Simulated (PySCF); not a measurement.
# Ionisation energy of Tm by level of theory

Tm [Xe] 4f13 6s2 [4f5/2^6 4f7/2^7, M_J = 7/2] → Tm+ [Xe] 4f13 6s1 [4f5/2^6 4f7/2^7 6s1/2^1, M_J = 4], as a difference of total energies. Calculation: PySCF 2.14, in x2c-TZVPall-2c with one added diffuse shell each of s, p, d, f type (12s12p11d5f1g, 147 functions); the two-component X2C-1e Hamiltonian. Correlated levels: [Ar] 3d10 frozen; the 18 highest virtual spinors dropped. "Screened" scales the spin-orbit matrix elements by Boettger's factors to mimic the two-electron term; Breit and QED terms are absent.

```csv
method,ionisation energy (eV),error (eV)
GHF (spin-free),5.072,-1.112
GMP2 (spin-free),6.115,-0.069
GHF (screened spin-orbit),5.076,-1.108
GMP2 (screened spin-orbit),6.121,-0.063
```

Reference: 6.184 eV (measured; NIST Atomic Spectra Database, ionization energies).

The spin-free rows relax to the high-spin LS determinant and lack the spin-orbit shift.

The labels give the starting determinants; with spin-orbit coupling the two ends relaxed to ⟨J²⟩ = 15.76, ⟨L²⟩ = 12.11, ⟨S²⟩ = 0.85 and ⟨J²⟩ = 20.01, ⟨L²⟩ = 12.11, ⟨S²⟩ = 2.10.
